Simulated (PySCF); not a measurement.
Isomers of C4H12GeSi and their computed core-level spectra.

Method used: delta-SCF UKS SCAN, pcX-2 on the ionised atom, pcseg-1 elsewhere, spin-free X2C (PySCF 2.14.0). Geometries: PBE0-D3(BJ)/def2-SVP; isolated species, one conformer each.

Line lists (1s up to Mg, 2p3/2 beyond, nothing for Ge; areas count atoms within a level, one atom standing for each set equivalent by bonding):
1. C 1s: 289.75 (area 1), 289.98 (area 1), 290.04 (area 1), 290.69 (area 1) eV; Si 2p3/2: 106.20 eV
2. C 1s: 289.77 (area 1), 290.07 (area 1), 290.57 (area 2) eV; Si 2p3/2: 106.19 eV
3. C 1s: 289.92 (area 1), 290.13 (area 1), 290.51 (area 1), 290.85 (area 1) eV; Si 2p3/2: 106.49 eV

Structures:
A. `C=[C](C)[Ge@H]([CH3])[SiH3]`
B. `[GeH3][CH2][SiH2]C1CC1`
C. `C=CC[C@@H]([SiH3])[GeH3]`

Problem. Which list belongs to which compound?

Solution. 
- 1 = A: another candidate has the same counts of sites, so positions decide. C 1s: 289.75 terminal =CH2 carbon, 289.98 fully substituted alkene carbon, 290.04 sp3 carbon bound to germanium, 290.69 allylic carbon; Si 2p3/2: 106.20 SiH3 silicon.
- 2 = B: no other candidate has these counts of sites. C 1s: 289.77 sp3 carbon bound to silicon, 290.07 sp3 carbon bound to silicon, 290.57 three-membered-ring carbon (×2); Si 2p3/2: 106.19 SiH2 silicon.
- 3 = C: another candidate has the same counts of sites, so positions decide. C 1s: 289.92 sp3 carbon bound to silicon, 290.13 terminal =CH2 carbon, 290.51 alkene CH carbon, 290.85 allylic carbon; Si 2p3/2: 106.49 SiH3 silicon.

The 2p values add to the ΔSCF energy of one spin-free hole a correction within the shell (spin–orbit coupling, ligand field). 1 of these hole states is spin-contaminated (⟨S²⟩ 0.86, against 0.75; counted from 0.85) and less certain.
